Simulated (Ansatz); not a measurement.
Basis-set extrapolation for `FC[SiH2]NP` (PBE0-D4/def2-TZVP geometry, frozen core, Ansatz 0.2.0). Multiplicity 1, RHF reference.

```json
{"": "HF", "def2-TZVPP": "-825.627421", "def2-QZVPP": "-825.655943"}
{"": "MP2 correlation", "def2-TZVPP": "-0.907821", "def2-QZVPP": "-0.980193"}
{"": "CCSD(T) correlation", "def2-TZVPP": "-0.996754", "def2-QZVPP": "not run"}
```

Energies in hartree. Use E(X) = E(∞) + A·exp(−7.88·√X) for Hartree–Fock and E(X) = E(∞) + B·X^(−2.97) for correlation, with X = 3 and 4, and add CCSD(T) minus MP2 of the smaller set to the MP2 limit.

**Question.** What is the CCSD(T) energy at the basis-set limit?

**Answer.** HF limit: -825.655943 + (-0.028522) × 0.13774 = -825.65987. MP2 limit: -0.980193 + (-0.072372) × 0.74074 = -1.03380. Higher-order term: -0.996754 − (-0.907821) = -0.08893. Total: -826.78260 hartree, 415.9 kJ/mol below CCSD(T)/def2-TZVPP.
